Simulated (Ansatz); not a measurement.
Cl2H3HfOSi, SMILES [SiH3][O][Hf]([Cl])[Cl] (connectivity only; charge and spin as stated), neutral, multiplicity 2. Atoms are numbered in the order given.

```xyz
8

Hf     0.1658     0.2171     0.3421
Cl    -0.1989    -1.3901     2.0215
Cl     1.1607     2.3123     0.7370
O     -0.3780    -0.2019    -1.4476
Si    -0.8493    -0.5627    -3.0136
H     -0.4394     0.5506    -3.9162
H     -2.3308    -0.7246    -3.0476
H     -0.1892    -1.8301    -3.4383
```
Charge 0, spin multiplicity 2.

The structure is a stationary point at PBE0-D3(BJ)/def2-SVP. The spin state was assumed, not searched. The isomer is the one that the SMILES or the coordinates give; other isomers of the formula were not compared. The def2 effective core potentials stand for the cores of Hf; spin–orbit coupling is left out. Other conformers were not sampled.

Two levels are set side by side: PBE-D3(BJ)/def2-SVP (Ansatz, a program for electronic structure) and PBE0-D3(BJ)/def2-SVP (Ansatz). Each level has its own optimised geometry; the coordinates shown are those of the second. Differences are taken from unrounded values.

```
quantity              PBE0-D3(BJ)
--------------------  -----------
mean bond length (Å)        1.824
bond Hf1–Cl2 (Å)            2.353
bond Hf1–Cl3 (Å)            2.353
bond Hf1–O4 (Å)             1.917
bond O4–Si5 (Å)             1.675
bond Si5–H6 (Å)             1.491
bond Si5–H7 (Å)             1.491
bond Si5–H8 (Å)             1.491
```

Problem. What does PBE-D3(BJ) give, and how far is it from PBE0-D3(BJ)? (An estimate is asked for; the answer gives what the named calculation found.)

Solution. 
```
quantity              PBE-D3(BJ)  PBE-D3(BJ) minus PBE0-D3(BJ)
--------------------  ----------  ----------------------------
mean bond length (Å)       1.834                         0.010
bond Hf1–Cl2 (Å)           2.360                         0.007
bond Hf1–Cl3 (Å)           2.359                         0.007
bond Hf1–O4 (Å)            1.925                         0.009
bond O4–Si5 (Å)            1.692                         0.017
bond Si5–H6 (Å)            1.501                         0.011
bond Si5–H7 (Å)            1.501                         0.011
bond Si5–H8 (Å)            1.501                         0.011
```

GGA bonds tend to be longer and softer than those of functionals with exact exchange. Differences between two approximate levels are no errors against the true value.
